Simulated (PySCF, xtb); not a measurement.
C₂H₆N, SMILES NC[CH2], multiplicity 2. One conformer was computed; it need not be the lowest.

Harmonic wavenumbers (cm⁻¹) from GFN2-xTB run with xtb at its own minimum, in rising order: 117, 262, 387, 405, 836, 881, 965, 1012, 1142, 1179, 1225, 1335, 1384, 1446, 1559, 2660, 2821, 3149, 3200, 3397, 3430.

Task: What does PBE0-D3(BJ)/def2-TZVP in PySCF 2.14.0 give at its own minimum? (An estimate is asked for; the answer gives what the named calculation found.)

Result: 229, 277, 419, 510, 822, 852, 962, 1087, 1138, 1159, 1316, 1400, 1451, 1477, 1654, 2945, 2959, 3164, 3276, 3527, 3612. Paired by order, the mean absolute difference is 76 cm⁻¹ and the zero-point energies are 46.9 and 48.9 kcal/mol.
